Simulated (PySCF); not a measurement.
**Vibration and rotation of LiBe**

revPBE constants of LiBe, ²Σ⁺ (doublet), unpaired electrons σ ↑ (Li def2-SVPD, Be def2-SVPD; no relativity (PySCF 2.14); masses 7.0160 and 9.0122 u):

| Property | Result |
| --- | --- |
| ωe | 342.0 cm⁻¹ |
| ωexe | 5.5 cm⁻¹ |
| Be | 0.62532 cm⁻¹ |
| αe | 0.0130 cm⁻¹ |
| De to Li + Be | 0.57 eV |

Question: What force constant and bond length do these constants imply?

Answer: Reduced mass μred = 3.9449 u; k = 5.8918×10⁻⁷·μred·ωe² (u, cm⁻¹, mdyn/Å) = 0.272 mdyn/Å; Re = √(16.8576/(μred·Be)) (u, cm⁻¹, Å) = 2.614 Å.

Question: Estimate the centrifugal constant D from the Kratzer relation and find the Dunham coefficient a1.

Answer: D = 4Be³/ωe² = 8.36e-06 cm⁻¹; a1 = −1 − αeωe/(6Be²) = -2.90.

The state was picked by a PBE0 search and need not be the measured ground state.
